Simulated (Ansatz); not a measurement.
A set of 12 reactions (atomization), with CCSD(T)/CBS values in kJ/mol:

```tsv
reaction	ΔE
`CCCCC=O` → 5 C• + 10 H• + O•	6522.9
`COCBC=N` → B• + 3 C• + 8 H• + N• + O•	5408.9
`N[BH][SnH]([F])[Cl]` → B• + Cl• + F• + 4 H• + N• + Sn•	2983.9
`BrCI` → Br• + C• + 2 H• + I•	1422.4
`F[SiH]1[SiH2]CS1` → C• + F• + 5 H• + S• + 2 Si•	3510.8
`Sc1ccccc1` → 6 C• + 6 H• + S•	5953.3
`[CH3][AlH-]([CH3])[SH2+]` → Al• + 2 C• + 9 H• + S•	4266.9
`BC[NH][GeH3]` → B• + C• + Ge• + 8 H• + N•	3901.3
`[OH2+][Al-]([F])([F])[F]` → Al• + 3 F• + 2 H• + O•	2907.9
`C[CH2][Mg][Br]` → Br• + 2 C• + 5 H• + Mg (atom)	3063.7
`CS[SiH2]S` → C• + 6 H• + 2 S• + Si•	3282.1
`FBOC(F)(F)F` → B• + C• + 4 F• + H• + O•	3476.6
```

Computed with Ansatz on PBE0-D4/def2-TZVP structures; ΔE is electronic, products minus reactants. CCSD(T)/CBS adds triple-zeta CCSD(T) − MP2 to the extrapolated MP2 energy (def2 sets, frozen cores). This one scheme is used for every species, atoms too. DFT in def2-TZVPP. B3LYP here is the variant with VWN-RPA as its local correlation; programs differ in this. Open shells (•) are unrestricted, without spin–orbit coupling. Spin–orbit coupling would lower the free atoms: a little for Al, B, C, Cl, F, O, S, Si; clearly for Br, Ge; strongly for I, Sn. def2 core potentials past Kr. For Br, Ge, I, Mg, Sn outer-core shells are correlated without core-valence functions, so the limit isn't a true one: a few kJ/mol of doubt a bond, and 10 to 20 or more in all where bonds break to atoms. Scalar relativity is left out up to krypton. Each species was taken in one conformer, which may not be the lowest.

(1) Give the mean, mean absolute and largest difference (level minus CCSD(T)/CBS, kJ/mol) for: r2SCAN-D4, PBE0-D4, B3LYP-D4, B2PLYP, PBE, r2SCAN, B3LYP, SCS-MP2/def2-TZVPP, CCSD(T)/def2-TZVPP, HF/def2-QZVPP, MP2/def2-QZVPP, SCS-MP2/def2-QZVPP, MP2/CBS(def2), CCSD/CBS(def2). (An estimate is asked.)

The largest T1 diagnostic in the set is 0.018, for Al• (customary mark 0.045).

CCSD(T)/CBS is a level of theory with its own doubt, and the functionals carry their triple-zeta basis error, so these figures describe this set and don't rank the functionals.

Answers

(1) Ansatz gave: 
| level | mean | mean absolute | largest |
| --- | --- | --- | --- |
| r2SCAN-D4 | 12.8 | 21.2 | 73.7 |
| PBE0-D4 | 6.0 | 35.4 | 127.3 |
| B3LYP-D4 | -10.1 | 26.1 | -73.5 |
| B2PLYP | -46.8 | 46.8 | -66.3 |
| PBE | 55.3 | 63.4 | 212.0 |
| r2SCAN | 7.4 | 17.6 | 64.2 |
| B3LYP | -44.7 | 45.0 | -89.4 |
| SCS-MP2/def2-TZVPP | -59.6 | 59.6 | -81.5 |
| CCSD(T)/def2-TZVPP | -103.4 | 103.4 | -145.8 |
| HF/def2-QZVPP | -1042.2 | 1042.2 | -1662.8 |
| MP2/def2-QZVPP | 30.8 | 45.4 | 143.9 |
| SCS-MP2/def2-QZVPP | 8.3 | 15.7 | 41.6 |
| MP2/CBS(def2) | 72.9 | 73.5 | 181.9 |
| CCSD/CBS(def2) | -60.2 | 60.2 | -119.4 |
